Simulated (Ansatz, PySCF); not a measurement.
Bond stretch in CH3F, SMILES FC. The C1–F5 bond (C1 also carries H, H, H; F5 carries nothing else) is varied alone, starting from the PBE0/def2-TZVP optimised geometry.

Levels: UHF/cc-pVTZ (Ansatz, a quantum-chemistry and plane-wave program); RHF/cc-pVTZ (Ansatz); UKS-PBE = unrestricted PBE/cc-pVTZ (Ansatz); RKS-PBE = restricted PBE/cc-pVTZ run with Ansatz; UKS-PBE0 = unrestricted PBE0/cc-pVTZ in Ansatz; RKS-PBE0 = restricted PBE0/cc-pVTZ in Ansatz; UKS-B3LYP = unrestricted B3LYP/cc-pVTZ in Ansatz; RKS-B3LYP = restricted B3LYP/cc-pVTZ run with Ansatz; UKS-B3LYP/6-31G* = unrestricted B3LYP/6-31G*, spherical d (PySCF 2.14.0); RKS-B3LYP/6-31G* = restricted B3LYP/6-31G*, spherical d in PySCF; UKS-B3LYP/3-21G = PySCF with unrestricted B3LYP/3-21G; RKS-B3LYP/3-21G = restricted B3LYP/3-21G run with PySCF.

Scanned distances (Å): 1.03, 1.12, 1.19, 1.23, 1.28, 1.32, 1.38, 1.43, 1.46, 1.51, 1.60, 1.71, 1.86, 2.07, 2.27, 2.47, 2.76, 3.05, 3.38, 3.78, 4.10, 4.80.

Problem. Where does the unrestricted solution first break spin symmetry (<S²> of 0.01 or more)?

Solution. UHF: between 1.71 and 1.86 Å; UKS-PBE: between 2.27 and 2.47 Å; UKS-PBE0: between 2.07 and 2.27 Å; UKS-B3LYP: between 2.07 and 2.27 Å; UKS-B3LYP/6-31G*: between 2.07 and 2.27 Å; UKS-B3LYP/3-21G: between 2.07 and 2.27 Å.

| R / Å | <S²> UHF | E(RHF) − E(UHF) / kJ/mol | <S²> UKS-PBE | E(RKS-PBE) − E(UKS-PBE) / kJ/mol | <S²> UKS-PBE0 | E(RKS-PBE0) − E(UKS-PBE0) / kJ/mol | <S²> UKS-B3LYP | E(RKS-B3LYP) − E(UKS-B3LYP) / kJ/mol | <S²> UKS-B3LYP/6-31G* | E(RKS-B3LYP/6-31G*) − E(UKS-B3LYP/6-31G*) / kJ/mol | <S²> UKS-B3LYP/3-21G | E(RKS-B3LYP/3-21G) − E(UKS-B3LYP/3-21G) / kJ/mol |
|---|---|---|---|---|---|---|---|---|---|---|---|---|
| 1.03 | 0.00 | 0.0 | 0.00 | 0.0 | 0.00 | 0.0 | 0.00 | 0.0 | 0.00 | 0.0 | 0.00 | 0.0 |
| 1.12 | 0.00 | 0.0 | 0.00 | 0.0 | 0.00 | 0.0 | 0.00 | 0.0 | 0.00 | 0.0 | 0.00 | 0.0 |
| 1.19 | 0.00 | 0.0 | 0.00 | 0.0 | 0.00 | 0.0 | 0.00 | 0.0 | 0.00 | 0.0 | 0.00 | 0.0 |
| 1.23 | 0.00 | 0.0 | 0.00 | 0.0 | 0.00 | 0.0 | 0.00 | 0.0 | 0.00 | 0.0 | 0.00 | 0.0 |
| 1.28 | 0.00 | 0.0 | 0.00 | 0.0 | 0.00 | 0.0 | 0.00 | 0.0 | 0.00 | 0.0 | 0.00 | 0.0 |
| 1.32 | 0.00 | 0.0 | 0.00 | 0.0 | 0.00 | 0.0 | 0.00 | 0.0 | 0.00 | 0.0 | 0.00 | 0.0 |
| 1.38 | 0.00 | 0.0 | 0.00 | 0.0 | 0.00 | 0.0 | 0.00 | 0.0 | 0.00 | 0.0 | 0.00 | 0.0 |
| 1.43 | 0.00 | 0.0 | 0.00 | 0.0 | 0.00 | 0.0 | 0.00 | 0.0 | 0.00 | 0.0 | 0.00 | 0.0 |
| 1.46 | 0.00 | 0.0 | 0.00 | 0.0 | 0.00 | 0.0 | 0.00 | 0.0 | 0.00 | 0.0 | 0.00 | 0.0 |
| 1.51 | 0.00 | 0.0 | 0.00 | 0.0 | 0.00 | 0.0 | 0.00 | 0.0 | 0.00 | 0.0 | 0.00 | 0.0 |
| 1.60 | 0.00 | 0.0 | 0.00 | 0.0 | 0.00 | 0.0 | 0.00 | 0.0 | 0.00 | 0.0 | 0.00 | 0.0 |
| 1.71 | 0.00 | 0.0 | 0.00 | 0.0 | 0.00 | 0.0 | 0.00 | 0.0 | 0.00 | 0.0 | 0.00 | 0.0 |
| 1.86 | 0.19 | 2.7 | 0.00 | 0.0 | 0.00 | 0.0 | 0.00 | 0.0 | 0.00 | 0.0 | 0.00 | 0.0 |
| 2.07 | 0.68 | 60.5 | 0.00 | 0.0 | 0.00 | 0.0 | 0.00 | 0.0 | 0.00 | 0.0 | 0.00 | 0.0 |
| 2.27 | 0.85 | 136.4 | 0.00 | 0.0 | 0.33 | 10.5 | 0.22 | 4.1 | 0.28 | 6.6 | 0.32 | 8.9 |
| 2.47 | 0.93 | 209.2 | 0.25 | 3.9 | 0.55 | 35.3 | 0.46 | 22.2 | 0.52 | 28.6 | 0.58 | 35.7 |
| 2.76 | 0.98 | 300.0 | 0.52 | 22.7 | 0.73 | 75.1 | 0.66 | 54.8 | 0.71 | 66.5 | 0.78 | 82.4 |
| 3.05 | 1.00 | 373.3 | 0.65 | 42.4 | 0.84 | 110.4 | 0.77 | 84.6 | 0.82 | 101.3 | 0.89 | 126.1 |
| 3.38 | 1.01 | 439.8 | 0.73 | 60.1 | 0.91 | 142.8 | 0.84 | 111.8 | 0.89 | 133.4 | 0.95 | 166.1 |
| 3.78 | 1.01 | 501.5 | 0.78 | 75.0 | 0.96 | 171.8 | 0.89 | 136.2 | 0.94 | 161.2 | 0.99 | 198.7 |
| 4.10 | 1.01 | 538.9 | 0.81 | 82.9 | 0.98 | 188.7 | 0.92 | 150.2 | 0.96 | 176.1 | 1.00 | 214.0 |
| 4.80 | 1.01 | 594.1 | 0.83 | 92.7 | 1.00 | 212.0 | 0.95 | 169.5 | 0.99 | 193.7 | 1.00 | 228.7 |
